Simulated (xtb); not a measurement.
Job for xtb: GFN1-xTB on Br3Ge (SMILES [Br][Ge]([Br])[Br]).

```
$ xtb mol.xyz --gfn 1 --sp --chrg 0 --uhf 1
4

Ge    -0.00201213    -0.00203838    -0.59300565
Br     2.20621968    -0.00941888     0.18999187
Br    -1.09337488     1.91577898     0.19494844
Br    -1.11083266    -1.90432172     0.20806534
```

Task: Give the final energy of this run.

Result: -13.4228 hartree.
